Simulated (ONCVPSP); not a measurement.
# Before and after: ONCV potential for Rh (Z = 45)

ONCVPSP 4.0.1 input, shortened (lines: element, Z, core and valence counts, functional; n l f; lmax; l rc ep ncon nbas qcut; lloc lpopt rc5 dvloc0; l nproj debl; icmod fcfact rcfact), PBEsol, scalar-relativistic:

```
  Rh 45.00    6    4  -116133      upf
    1    0    2.00
    2    0    2.00
    2    1    6.00
    3    0    2.00
    3    1    6.00
    3    2   10.00
    4    0    2.00
    4    1    6.00
    4    2    8.00
    5    0    1.00
    2
    0    1.35    0.00    4    7    7.20
    1    1.35    0.00    4    7   11.50
    2    1.40    0.00    4    7    8.10
    4    3    1.20    0.00
    0    2    2.50
    1    2    2.80
    2    1    3.60
    2    0.60    0.75
```

All-electron outer shells of the reference configuration (PBEsol, scalar-relativistic, ld1.x):

```json
{"shell": "3d", "level (eV)": "-300.62", "outermost node (bohr)": "–", "outermost maximum (bohr)": "0.29"}
{"shell": "4s", "level (eV)": "-82.43", "outermost node (bohr)": "0.47", "outermost maximum (bohr)": "0.88"}
{"shell": "4p", "level (eV)": "-50.38", "outermost node (bohr)": "0.47", "outermost maximum (bohr)": "0.94"}
{"shell": "4d", "level (eV)": "-5.95", "outermost node (bohr)": "0.46", "outermost maximum (bohr)": "1.15"}
{"shell": "5s", "level (eV)": "-4.33", "outermost node (bohr)": "1.19", "outermost maximum (bohr)": "2.63"}
```

Change: d: rc 1.68.

Cutoffs: the cutoffs (Ha) at which the residual kinetic energy of the hardest occupied pseudo-wave falls to 1 and 0.1 mHa per electron; they do not see the model core or the augmentation charge, which bear on the density cutoff. Errors are all-electron minus pseudo energies relative to the spin-unpolarised reference configuration.

**Question.** Predict the effect on cutoff, ghosts and configuration errors.

**Answer.** The potential gets neither clearly harder nor softer (39 Ha and 61 Ha → 39 Ha and 61 Ha); of the 4 tests that both files solve, the error grows in 2 and shrinks in 0 by more than 15 % and 0.3 meV (median size 1.7 → 1.8 meV); neither file shows a bound ghost.

```csv
quantity,base,changed
"cutoff, loose",39 Ha,39 Ha
"cutoff, tight",61 Ha,61 Ha
loose cutoff by channel,"s 25 Ha, p 39 Ha, d 27 Ha","s 25 Ha, p 39 Ha, d 25 Ha"
bound ghosts,none,none
GHOST(+) flags under 300 eV,none,none
"error for 4s2 4p6 4d8 5s0, meV [ΔE 7.46 eV]",-1.6,-1.5
"error for 4s2 4p6 4d7 5s0, meV [ΔE 26.97 eV]",-1.9,-2.5
"error for 4s2 4p6 4d6 5s0, meV [ΔE 59.47 eV]",-0.6,-1.5
"error for 4s2 4p6 4d9 5s0, meV [ΔE -0.91 eV]",-2.2,-2.2
s: phases at 1.37 bohr within 0.05 rad from the reference energy up to (Ha; the scan ends near 5),to the end of the scan,to the end of the scan
p: phases at 1.37 bohr within 0.05 rad from the reference energy up to (Ha; the scan ends near 5),to the end of the scan,to the end of the scan
"rms error of d²Exc/dni dnj with the model core, mHa",0.66,0.66
```
